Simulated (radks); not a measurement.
Neutral promethium inside a hard spherical wall (all orbitals vanish at R), configuration held at [Xe] 4f5 6s2 and not refilled when levels cross. Calculated with a radial shooting solver on a logarithmic mesh with Libxc functionals: scalar-relativistic Kohn-Sham, LDA (Slater exchange, VWN5 correlation), spin-polarised, spherical densities, point nucleus; open shells are filled with parallel spins first (spin-orbit coupling, left out, can overturn this in heavy ions). Eigenvalues in eV for spin up, with the zero of energy where the potential of the charges vanishes at infinity; a dash marks a level that is unbound or too diffuse for the functional's potential to be trusted. A positive occupied level is held by the wall or, in an anion where self-interaction has pushed it up, behind a barrier. The pressure on the wall is -dE/dV.

| R (bohr) | E (hartree) | kinetic (hartree) | e(5s) | e(5p) | e(6s) | e(4f) | e(5d, empty) | e(6p, empty) | pressure (GPa) |
|---|---|---|---|---|---|---|---|---|---|
| free | -10013.6829 | 10678.628 | -42.742 | -23.342 | -3.760 | -3.308 | -2.147 | -1.301 | 0 |
| 20 | -10013.6829 | 10678.628 | -42.742 | -23.342 | -3.760 | -3.308 | -2.147 | -1.300 | < 0.0001 |
| 15 | -10013.6829 | 10678.628 | -42.739 | -23.338 | -3.757 | -3.305 | -2.144 | -1.286 | 0.000267 |
| 10 | -10013.6795 | 10678.657 | -42.539 | -23.142 | -3.596 | -3.108 | -1.967 | -0.908 | 0.0753 |
| 8 | -10013.6613 | 10678.767 | -41.967 | -22.582 | -3.044 | -2.541 | -1.445 | 0.093 | 0.719 |
| 7 | -10013.6293 | 10678.923 | -41.333 | -21.968 | -2.292 | -1.906 | -0.832 | 1.343 | 2.32 |
| 5 | -10013.3297 | 10680.113 | -38.382 | -19.168 | 3.026 | 1.190 | 2.507 | 9.310 | 33.6 |
| 3 | -10009.5100 | 10694.266 | -23.412 | -3.700 | 48.608 | 18.991 | 24.194 | 65.880 | 1680 |
| 2.5 | -10004.0901 | 10712.613 | -9.056 | 12.824 | 98.463 | 35.106 | 46.747 | 122.17 | 6410 |
| 2 | -9988.4633 | 10761.260 | 26.543 | 54.647 | 215.89 | 67.641 | 100.89 | 249.42 | 31000 |
| 1.5 | -9932.0564 | 10926.314 | 147.18 | 191.87 | 546.21 | 146.50 | 260.91 | 594.34 | 225000 |
